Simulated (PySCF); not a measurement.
A structure optimised at ωB97X-D3(BJ)/def2-SVP, used in a PySCF frequency run:

```xyz
9

Si    -1.2367    -0.2965     0.0263
F     -1.8291     0.5906     1.2569
F     -1.8332     0.3477    -1.3458
Al     1.1721    -0.1182     0.0114
O      2.0453    -1.5747     0.0463
O      1.8471     1.4355    -0.0305
H     -1.8329    -1.6532     0.1529
H      2.9857    -1.7585     0.0459
H      2.7447     1.7686    -0.0410
```
Charge 0, spin multiplicity 1.

Question: Write its SMILES and formula.

Answer: [OH][Al]([OH])[SiH](F)F, AlF2H3O2Si

Question: What are its rotational constants (standard atomic weights)?

Answer: 3.2851, 1.2125, 1.1424 GHz
